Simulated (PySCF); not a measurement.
C4H5FOSi.
Numbering: `[CH:1]#[C:2][Si@@H:3]([OH:4])[C:5](=[CH2:6])[F:7]` (hydrogens: H8 on C1; H9 on Si3; H10 on O4; H11, H12 on C6)

Method: PySCF, PBE0-D3(BJ)/def2-SVP geometry optimisation, gas phase.

Question: What internal coordinates does the optimisation give?

Answer: 
```json
{"bond": "C1≡C2", "length (pm)": "121.7", "order": "triple"}
{"bond": "C2–Si3", "length (pm)": "183.4", "order": "single"}
{"bond": "Si3–O4", "length (pm)": "166.0", "order": "single"}
{"bond": "Si3–C5", "length (pm)": "188.1", "order": "single"}
{"bond": "C5=C6", "length (pm)": "133.3", "order": "double"}
{"bond": "C5–F7", "length (pm)": "134.7", "order": "single"}
{"bond": "C1–H8", "length (pm)": "107.6", "order": "single"}
{"bond": "Si3–H9", "length (pm)": "148.3", "order": "single"}
{"bond": "O4–H10", "length (pm)": "96.2", "order": "single"}
{"bond": "C6–H11", "length (pm)": "109.1", "order": "single"}
{"bond": "C6–H12", "length (pm)": "109.4", "order": "single"}
```

Orders are formal, as drawn. A selection of angles:
```json
{"angle": "C2–C1–H8", "degrees": "179.8"}
{"angle": "C1–C2–Si3", "degrees": "179.1"}
{"angle": "C2–Si3–O4", "degrees": "109.6"}
{"angle": "C2–Si3–C5", "degrees": "107.5"}
{"angle": "C2–Si3–H9", "degrees": "111.8"}
{"angle": "O4–Si3–C5", "degrees": "112.7"}
{"angle": "O4–Si3–H9", "degrees": "107.5"}
{"angle": "C5–Si3–H9", "degrees": "107.9"}
{"angle": "Si3–O4–H10", "degrees": "116.6"}
{"angle": "Si3–C5–C6", "degrees": "125.3"}
{"angle": "Si3–C5–F7", "degrees": "114.8"}
{"angle": "C6–C5–F7", "degrees": "119.9"}
{"angle": "C5–C6–H11", "degrees": "119.8"}
{"angle": "C5–C6–H12", "degrees": "121.5"}
{"angle": "H11–C6–H12", "degrees": "118.7"}
```

Torsions: C2–Si3–C5–C6 123° (anticlinal); H10–O4–Si3–C2 35° (synclinal).

The C–Si distances run from 1.834 Å (C2–Si3, drawn single) to 1.881 Å (Si3–C5, drawn single), a spread of 0.047 Å. Si3 (oxygen-bound silicon) is tetrahedral (angles from 107.5° to 112.7°). O4 (silanol oxygen) is bent (angle 116.6°). The C–C distances run from 1.217 Å (C1≡C2, drawn triple) to 1.333 Å (C5=C6, drawn double), a spread of 0.116 Å.

Point group: C1 (no symmetry element, even within 0.4 Å). PBE0-D3(BJ)/def2-SVP frequencies: not computed here. The numbers are those of one conformer (C2–Si3–O4–H 35°, C2–Si3–C5–C6 123°).
